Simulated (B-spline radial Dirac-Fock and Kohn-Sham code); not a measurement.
# Cr³⁺ 3p1/2: cross section and angular parameters

System: Cr³⁺ in the configuration [Ar] 3d3; threshold 92.80 eV (orbital energy of the model). Calculated with a radial atomic solver, using Dirac-Hartree-Slater photoionisation with a Latter tail; cross sections with all multipoles, angular parameters from the dipole term and its interference with E2.

For linearly polarised light dσ/dΩ = σ/(4π) [1 + β P₂(cos θ) + (δ + γ cos²θ) sin θ cos φ], with θ from the polarisation vector and φ the angle between the beam and the projection of the electron momentum on the plane normal to the polarisation.

```
hν (eV)   σ (kb)      β       γ       δ
    150      376  1.095   0.111   0.004
    216      281  1.450   0.012  -0.001
    221      274  1.463   0.008  -0.001
    224      270  1.471   0.005  -0.001
    312      170  1.588  -0.021   0.001
    345      145  1.605  -0.016   0.002
    375      126  1.615  -0.009   0.002
    397      114  1.620  -0.002   0.003
    484        ?      ?       ?       ?
    544     62.0  1.621   0.062   0.005
    600     50.6  1.614   0.089   0.006
    670     40.0  1.602   0.124   0.007
    871     22.0  1.560   0.221   0.011
    872     21.9  1.559   0.222   0.011
 1253.6     8.99  1.472   0.380   0.019
   1640     4.45  1.389   0.508   0.028
   1710     3.98  1.375   0.529   0.030
   2000     2.59  1.320   0.607   0.037
   2570     1.27  1.224   0.731   0.052
   2790    0.998  1.191   0.772   0.058
 2984.4    0.819  1.163   0.805   0.063
   4000    0.337  1.037   0.951   0.090
   4310    0.267  1.004   0.987   0.098
   4810    0.189  0.955   1.040   0.111
 5414.7    0.129  0.902   1.094   0.127
  11200   0.0113  0.594   1.388   0.257
  12600  0.00753  0.549   1.435   0.284
```

Question: Give the values at 484 eV.

Answer: σ = 78.4 kb, β = 1.626, γ = 0.034, δ = 0.004.
